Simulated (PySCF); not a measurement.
Identify the unknown among the candidates.

All candidates are C6H8O3.

| technique | computed result |
| --- | --- |
| UV, first state | lowest singlet excitation: 4.89 eV (253 nm, f = 0.000) [TDDFT PBE0/def2-SVPD] |
| 1H NMR | chemical shifts (computed TMS as zero) by class: 6.28 (1 H), 6.28 (1 H), 5.30 (1 H), 4.87 (1 H), 4.58 (1 H), 3.58 (3 H) ppm [GIAO PBE0/pcSseg-1] |
| Couplings | largest of the computed one-bond spin–spin couplings (means over like bonds): 13C–1H +184.4, 13C–1H +181.1, 13C–1H +174.4, 13C–1H +173.1, 13C–1H +172.3, 13C–1H +151.1 (×3) Hz [B3LYP/pcJ-1, spin–dipole term left out] |
| Rotational structure | rotational constants A, B, C: 5.411, 0.703, 0.624 GHz [PBE0-D3(BJ)/def2-SVP] |
| UV, strongest line | among the 10 lowest singlet transitions: S2 at 5.06 eV (245 nm, f = 0.455) [TDDFT PBE0/def2-SVPD] |
| NMR, other nuclei | isotropic shieldings of nuclei other than C and H, by class: -94 (1 O), 110 (1 O), 144 (1 O) ppm [GIAO PBE0/pcSseg-1] |
| 13C NMR | chemical shifts (computed TMS as zero) by class: 167.2 (1 C), 160.1 (1 C), 156.4 (1 C), 101.8 (1 C), 101.1 (1 C), 51.2 (1 C) ppm [GIAO PBE0/pcSseg-1] |

Gas-phase values; electronic properties from PySCF, density fitting. Levels stand in brackets. The structure is a single PBE0-D3(BJ)/def2-SVP conformer in the gas phase; no vibrational or solvent corrections. Each NMR value is the plain mean over a class of atoms that symmetry, rotation or inversion makes alike.

Question: Which candidate is it?
A. `C=CO/C=C\C(=O)OC`
B. `O=CO[C@@H]1CCCC1=O`
C. `C=CO/C=C\OC(C)=O`
D. `CC1=C[C@@H](OC=O)OC1`

Answer: A. It is `C=CO/C=C\C(=O)OC`. Numbering: `[CH2:1]=[CH:2][O:3]/[CH:4]=[CH:5]\[C:6](=[O:7])[O:8][CH3:9]`. Its formula, C6H8O3, gives 3 degrees of unsaturation: 0 rings and 3 π bonds in the structure found. 6 carbons fall into 6 classes; from least to most shielded: ester carbonyl carbon [C6] (167.2 ppm), vinylic carbon bearing oxygen [C4] (160.1 ppm), vinylic carbon bearing oxygen [C2] (156.4 ppm), alkene CH carbon [C5] (101.8 ppm), terminal =CH2 carbon [C1] (101.1 ppm), methoxy carbon [C9] (51.2 ppm). Hydrogen classes from least to most shielded: 1 H on a vinylic carbon bearing oxygen, C4 (6.28 ppm), 1 H on a vinylic carbon bearing oxygen, C2 (6.28 ppm), 1 H on a terminal =CH2 carbon, C1 (5.30 ppm), 1 H on an alkene CH carbon, C5 (4.87 ppm), 1 H on a terminal =CH2 carbon, C1 (4.58 ppm), 3 H on a methoxy carbon, C9 (3.58 ppm). The other shieldings belong to: -94 ppm, ester carbonyl oxygen [O7]; 110 ppm, ether oxygen [O3]; 144 ppm, ester single-bonded oxygen [O8]. The couplings run between: +184.4 Hz, vinylic carbon bearing oxygen [C2] and its hydrogen; +181.1 Hz, vinylic carbon bearing oxygen [C4] and its hydrogen; +174.4 Hz, terminal =CH2 carbon [C1] and its hydrogen; +173.1 Hz, alkene CH carbon [C5] and its hydrogen; +172.3 Hz, terminal =CH2 carbon [C1] and its hydrogen; +151.1 Hz, methoxy carbon [C9] and its hydrogen (with 2 like pairs). S1 is mainly HOMO−1→LUMO (weight 0.96); the largest Löwdin shares of the orbital it empties are 0.67 on the ester carbonyl oxygen, 0.11 on the ester single-bonded oxygen, 0.08 on the ester carbonyl carbon and 0.07 on the alkene CH carbon, of the orbital it fills 0.27 on a vinylic carbon bearing oxygen, 0.16 on the alkene CH carbon, 0.16 on the ester carbonyl carbon and 0.13 on the ester carbonyl oxygen. By its constants the optimised geometry is an asymmetric top.

The others, at the same levels:
- `O=CO[C@@H]1CCCC1=O` fails: its computed lowest singlet excitation is 4.19 eV (296 nm, f = 0.000) (against 4.89 eV), rotational constant A is 3.039 GHz (against 5.411 GHz) and smallest rotational constant is 1.003 GHz (against 0.624 GHz).
- `C=CO/C=C\OC(C)=O` fails: its computed lowest singlet excitation is 5.22 eV (237 nm, f = 0.400) (against 4.89 eV), rotational constant A is 4.820 GHz (against 5.411 GHz) and smallest rotational constant is 0.577 GHz (against 0.624 GHz).
- `CC1=C[C@@H](OC=O)OC1` fails: its computed 13C shifts are 163.8 (1 C), 152.8 (1 C), 127.8 (1 C), 100.2 (1 C), 79.3 (1 C), 14.5 (1 C) ppm, 1H shifts are 7.91 (1 H), 7.24 (1 H), 5.55 (1 H), 4.60 (1 H), 4.39 (1 H), 1.93 (3 H) ppm and rotational constant A is 4.831 GHz (against 5.411 GHz).

Each candidate is one conformer, not necessarily the lowest. The conformers computed, where there is a choice (atom-mapped SMILES and torsion angles):
- `[CH2:1]=[CH:2][O:3]/[CH:4]=[CH:5]\[C:6](=[O:7])[O:8][CH3:9]`: C1–C2–O3–C4 180°, C2–O3–C4–C5 179°, C4–C5–C6–O7 1°, C5–C6–O8–C9 180°
- `[CH2:1]=[CH:2][O:3]/[CH:4]=[CH:5]\[O:6][C:7]([CH3:8])=[O:9]`: C1–C2–O3–C4 179°, C2–O3–C4–C5 180°, C4–C5–O6–C7 178°, C5–O6–C7–C8 180°
- `[CH3:1][C:2]1=[CH:3][C@@H:4]([O:5][CH:6]=[O:7])[O:8][CH2:9]1`: C3–C4–O5–C6 -145°, C4–O5–C6–O7 4°

The conformers of `O=CO[C@@H]1CCCC1=O` aren't listed.
